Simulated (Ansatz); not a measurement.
F₂H₇N₃Si₂, SMILES `N[Si@H](F)N[Si@H](N)F`, relaxed with RKS PBE0-D4/def2-TZVP in Ansatz 0.2.0 from a GFN2-xTB geometry. The force threshold is 0.005 eV/Å; the program also tests the step.

Charge 0, multiplicity 1.

Start:

```xyz
14

N     0.029   -1.957   -0.160
Si    0.457   -0.783   -1.337
F     2.059   -0.696   -1.158
N    -0.290    0.704   -0.916
Si   -0.153    1.583    0.561
N    -0.439    0.479    1.836
F    -1.380    2.632    0.560
H    -0.947   -2.109    0.030
H     0.533   -2.829   -0.145
H     0.238   -1.040   -2.750
H    -0.709    1.217   -1.671
H     1.030    2.433    0.619
H    -0.404    0.800    2.789
H    -0.024   -0.434    1.744
```

| step | energy (eV) | largest force (eV/Å) | largest move (Å) |
| --- | --- | --- | --- |
| 1 | -25768.7426 | 1.085 | 0.000 |
| 2 | -25768.8036 | 0.578 | 0.069 |
| 3 | -25768.8396 | 0.253 | 0.121 |
| 4 | -25768.8592 | 0.245 | 0.100 |
| 5 | -25768.8817 | 0.200 | 0.196 |
| 6 | -25768.8874 | 0.441 | 0.200 |
| 7 | -25768.8978 | 0.309 | 0.073 |
| 8 | -25768.9074 | 0.105 | 0.140 |
| 9 | -25768.9100 | 0.079 | 0.084 |
| 10 | -25768.9115 | 0.038 | 0.066 |
| 11 | -25768.9124 | 0.046 | 0.051 |
| 12 | -25768.9128 | 0.011 | 0.021 |
| 13 | -25768.9128 | 0.008 | 0.007 |
| 14 | -25768.9128 | 0.007 | 0.004 |
| 15 | -25768.9128 | 0.002 | 0.001 |

End:

```xyz
14

N    -0.196   -1.919   -0.188
Si    0.520   -0.782   -1.251
F     2.084   -0.930   -0.963
N    -0.105    0.768   -0.925
Si   -0.300    1.606    0.566
N    -0.002    0.510    1.809
F    -1.785    2.212    0.541
H    -1.200   -2.017   -0.188
H     0.251   -2.814   -0.064
H     0.353   -1.021   -2.704
H    -0.373    1.290   -1.749
H     0.553    2.804    0.714
H     0.292    0.779    2.730
H    -0.091   -0.486    1.672
```

Hardware: 2 threads of an AMD EPYC 7R13 on a shared host and a share of an NVIDIA H100 80 GB. Wall time 37 s, peak host memory 0.91 GiB.
